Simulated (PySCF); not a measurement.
```xyz
9

C      2.2440    -0.3350    -0.0974
C      1.1418     0.1178     0.0539
C     -0.2050     0.6443     0.2229
C     -1.3070    -0.1877    -0.3797
O     -0.3997     1.6831     0.8124
H      3.2279    -0.7187    -0.2204
H     -1.1385    -0.3052    -1.4526
H     -1.2963    -1.1891     0.0569
H     -2.2672     0.2905    -0.2000
```

Charge 0, multiplicity 1.

Problem. Give the Mulliken and meta-Löwdin atomic charges from ωB97X-D3(BJ)/def2-TZVP // B3LYP-D3(BJ)/def2-TZVP in PySCF 2.14.0.

Solution. 
| atom | Mulliken (e) | meta-Löwdin (e) |
|---|---|---|
| C1 | -0.07 | -0.15 |
| C2 | -0.05 | -0.08 |
| C3 | 0.12 | 0.40 |
| C4 | -0.33 | -0.37 |
| O5 | -0.27 | -0.39 |
| H6 | 0.19 | 0.18 |
| H7 | 0.14 | 0.14 |
| H8 | 0.14 | 0.14 |
| H9 | 0.14 | 0.14 |
